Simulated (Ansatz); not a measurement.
Cl₂H₂MoN₂ (`[NH]=[Mo](=[NH])([Cl])[Cl]`), relaxed with RKS PBE-D4/def2-SVP in Ansatz from a rough embedded geometry. The force threshold is 0.03 eV/Å; the program also tests the step.

The species carries charge 0 and has multiplicity 1. Mo: def2 effective core potential.

Start:

```xyz
7

N    -0.554    1.351   -0.701
Mo    0.147   -0.348   -0.310
N     0.625   -0.366    1.507
Cl   -1.444   -2.040   -0.665
Cl    2.090   -0.810   -1.662
H    -1.391    1.723   -0.293
H     0.528    0.490    2.125
```

| step | energy (eV) | largest force (eV/Å) | largest move (Å) |
| --- | --- | --- | --- |
| 1 | -29894.0099 | 4.989 | 0.000 |
| 2 | -29894.8141 | 1.816 | 0.191 |
| 3 | -29894.9767 | 0.921 | 0.094 |
| 4 | -29895.1218 | 0.965 | 0.183 |
| 5 | -29895.2354 | 0.709 | 0.149 |
| 6 | -29895.2644 | 0.297 | 0.110 |
| 7 | -29895.2684 | 0.164 | 0.036 |
| 8 | -29895.2696 | 0.042 | 0.028 |
| 9 | -29895.2701 | 0.005 | 0.018 |

End:

```xyz
7

N    -0.723    1.086   -0.743
Mo    0.084   -0.381   -0.298
N     0.545   -0.285    1.368
Cl   -1.423   -2.098   -0.508
Cl    2.003   -0.530   -1.546
H    -1.095    2.025   -0.554
H     0.609    0.183    2.281
```

Hardware: 4 threads of a server CPU on a shared host. Wall time 13 s, peak host memory 0.16 GiB.
